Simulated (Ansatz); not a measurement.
**Which method gave which barrier?**

Saddle point of SnSiH$_{8}$O, singlet (SnH₄O ([OH][SnH3]) + SiH₄ → SnSiH₆ ([SiH3][SnH3]) + H₂O; bonds formed: Sn1–Si7, O2–H6; bonds broken: Sn1–O2, H6–Si7), PBE0-D4/def2-TZVP structure:

Sn1  (-0.787, -1.213, -0.535)
O2  (1.321, -1.128, -0.187)
H3  (-0.720, -2.921, -0.662)
H4  (-1.811, -0.798, 0.757)
H5  (-1.091, -0.502, -2.041)
H6  (1.121, -0.047, 0.131)
Si7  (0.202, 1.658, 0.412)
H8  (1.697, -1.687, 0.508)
H9  (1.205, 2.697, 0.017)
H10  (-1.070, 2.070, -0.271)
H11  (-0.066, 1.871, 1.871)
(Å)

Program: Ansatz 0.2.0. Basis: def2-TZVPP, with def2-QZVPP for the basis limit. Cores are frozen in the correlated methods. Filled d shells of the heavier atoms are correlated. Core potentials replace the inner electrons of the atoms past krypton. The def2 sets are not built for correlating such inner shells, so the correlated values are less sure here. Extrapolation: Hartree–Fock as exp(−7.88 √X), correlation as X^−2.97. Four methods, as single points on the PBE0-D4 structures, gave these electronic barriers from the start structure: 122.9, 144.9, 173.7, 239.7 kJ/mol.

Q: The methods were, in alphabetical order, HF, MP2, PBE-D4, r2SCAN-D4. Which gave which? (A judgement: the text doesn't fix the answer.)

A: The calculation gives: PBE-D4 122.9; r2SCAN-D4 144.9; MP2 173.7; HF 239.7 kJ/mol. For comparison, CCSD(T) at an estimated basis limit (MP2 extrapolated from triple and quadruple zeta, plus CCSD(T) − MP2 in triple zeta) gives 169.4 kJ/mol.

T1 diagnostic: at most 0.015.

Labels in which every atom is bracketed show which atoms are joined, not bond orders.

For scale, one of the runs: CCSD(T)/def2-TZVPP, 235 basis functions, launched by `ansatz run in.yaml --threads 4 --pin off --events-out ev --progress --plain --max-ram 9574MiB`. Time: 2 min of wall clock on 4 CPU threads of an AMD EPYC 7R43; the host was shared. Peak host memory: 4.5 GiB.
